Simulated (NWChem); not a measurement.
# BSiH5O2; SMILES B(O)([SiH3])O

```xyz
9

B      0.0099    -0.5693     0.0000
O      0.0008    -1.2094    -1.2018
H     -0.0165    -2.1730    -1.1549
O      0.0008    -1.2094     1.2018
H     -0.0165    -2.1730     1.1549
Si     0.0014     1.4660     0.0000
H      0.6801     2.0196     1.2138
H     -1.4079     1.9788     0.0000
H      0.6801     2.0196    -1.2138
```
Atoms are numbered in this order, from 1.

Results from NWChem. Medium grid unless said otherwise, to which SCAN and Minnesota functionals are sensitive. Coordinates come from a PBE0/def2-SVP optimisation.

### Question
Order these by “orbital gap (eV)”, lowest first: revPBE/def2-TZVP; PBE0/def2-TZVP; LC-BLYP (range parameter 0.33 per bohr)/def2-TZVP; Hartree-Fock/def2-TZVP.

### Answer
revPBE/def2-TZVP (6.19), PBE0/def2-TZVP (8.33), LC-BLYP (range parameter 0.33 per bohr)/def2-TZVP (12.24), Hartree-Fock/def2-TZVP (14.23)
